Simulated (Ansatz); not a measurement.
Geometry optimisation, RKS PBE/def2-SVP (Ansatz).

The input (input.yaml):

```yaml
crystal:
  periodic: [false, false, false]
  atoms:
    - { symbol: Ta, position_ang: [-0.474234, 0.588168, 0.224647] }
    - { symbol: "N", position_ang: [2.747495, -0.292968, 0.071029] }
    - { symbol: H, position_ang: [3.198257, -0.884176, 0.781198] }
    - { symbol: H, position_ang: [3.318856, -0.375364, -0.780057] }
    - { symbol: O, position_ang: [-0.053248, 0.016881, 2.014473] }
    - { symbol: H, position_ang: [0.142945, -0.903548, 2.265205] }
    - { symbol: O, position_ang: [-0.03539, 0.565502, -1.633018] }
    - { symbol: H, position_ang: [0.511575, -0.069383, -2.128119] }
    - { symbol: O, position_ang: [-2.18656, 1.38018, 0.2963] }
    - { symbol: H, position_ang: [-2.700348, 1.586421, 1.098914] }
    - { symbol: F, position_ang: [-0.9113, -1.274761, -0.00026] }
    - { symbol: Br, position_ang: [1.009176, 2.718551, 0.641958] }
    - { symbol: H, position_ang: [2.855876, 0.693597, 0.396429] }
basis:
  gaussian: { orbitals: def2-SVP }
hamiltonian:
  xc: pbe
relax:
  f_tol: 0.03
  max_steps: 50
output:
  orbitals: {}
```

Launched with:

```bash
$ ansatz run input.yaml --threads 4 --pin off --max-ram 5120MiB --backend cpu --events-out ev --progress --plain --runs-dir out
```

Problem. Where does it end, and by what steps?

Solution. The forces met the threshold. The force dipped under the threshold on the way, but the program's further checks kept it going. After 25 steps the energy has fallen by 0.649 eV; H3 moved furthest, 1.05 Å. Joined: Ta1–N2 (3.34 → 2.40 Å).

```tsv
step	energy less start (eV)	largest force component (eV/Å)	accepted
0	0.0000	0.746	yes
1	-0.1601	0.464	yes
2	-0.3423	0.370	yes
3	-0.5034	0.540	yes
4	-0.5605	0.927	yes
5	-0.5738	0.808	yes
6	-0.6126	0.222	yes
7	-0.6220	0.159	yes
8	-0.6247	0.142	yes
9	-0.6295	0.168	yes
10	-0.6294	0.313	no
11	-0.6324	0.047	yes
12	-0.6334	0.248	yes
13	-0.6364	0.088	yes
14	-0.6366	0.156	yes
15	-0.6403	0.079	yes
16	-0.6169	0.843	no
17	-0.6408	0.078	yes
18	-0.6429	0.221	yes
19	-0.6455	0.079	yes
20	-0.6473	0.027	yes
21	-0.6282	0.686	no
22	-0.6481	0.047	yes
23	-0.6482	0.095	yes
24	-0.6486	0.034	yes
25	-0.6487	0.016	yes
```

```xyz
13
Properties=species:S:1:pos:R:3
Ta -0.008 0.570 0.193
N 2.303 -0.063 0.194
H 2.407 -1.085 0.124
H 2.819 0.361 -0.589
O 0.083 0.148 2.089
H 0.021 -0.719 2.525
O 0.132 0.491 -1.730
H 0.083 -0.237 -2.371
O -1.825 1.167 0.236
H -2.329 1.385 1.040
F -0.143 -1.370 0.032
Br 1.110 2.853 0.448
H 2.768 0.247 1.058
```

Whether the end is a true minimum wasn't checked by a vibrational analysis.

Run time: 91 s on 4 threads of Arm Neoverse V2 (shared host), peak memory 0.27 GiB.
